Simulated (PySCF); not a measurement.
## Radial density of Be²⁺ (beryllium, charge +2)

MN15, 1s2, closed-shell 1S. Calculation: PySCF 2.14, in aug-cc-pVDZ (4s3p2d, 23 functions); no relativity, point nucleus.

| r (bohr) | 4πr²ρ (e/bohr) |
| --- | --- |
| 0.00835 | 0.02795 |
| 0.0141 | 0.07591 |
| 0.0236 | 0.1982 |
| 0.0398 | 0.4944 |
| 0.0669 | 1.128 |
| 0.112 | 2.237 |
| 0.189 | 3.503 |
| 0.318 | 3.758 |
| 0.535 | 2.190 |
| 0.900 | 0.4758 |
| 1.51 | 0.02191 |
| 2.55 | 0.0001955 |
